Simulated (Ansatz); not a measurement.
Input and output for CH₃AlFOSb.

```yaml
crystal:
  periodic: [false, false, false]
  atoms:
    - {symbol: F, position_ang: [-1.490577, -1.246006, -0.230450]}
    - {symbol: Sb, position_ang: [0.640107, -2.013469, -0.610807]}
    - {symbol: O, position_ang: [0.916492, -0.209619, -1.289011]}
    - {symbol: C, position_ang: [0.509562, 0.821401, -0.342035]}
    - {symbol: Al, position_ang: [-0.566861, -0.254788, 0.946029]}
    - {symbol: H, position_ang: [-0.047092, 1.576950, -0.908532]}
    - {symbol: H, position_ang: [1.410899, 1.313485, 0.040072]}
    - {symbol: H, position_ang: [-1.280328, -0.044954, 2.338835]}
basis:
  gaussian: {orbitals: def2-mTZVPP, nuclear_model: gaussian}
total_charge: -1
magnetization: {spin_polarized: true, initial_magnetization: 1}
hamiltonian: {xc: {name: HF}}
correlation: {active_space: {window: {electrons: 3, orbitals: 2}}}
output: {forces: true}
```

```sh
$ ansatz run in.yaml --threads 4 --pin off --events-out ev --progress --plain --max-ram 10444MiB
```

Shortened log:

```
Error: invalid value for `correlation.active_space`: it starts from restricted Hartree–Fock orbitals; set hamiltonian.xc: hf without magnetization.spin_polarized
```
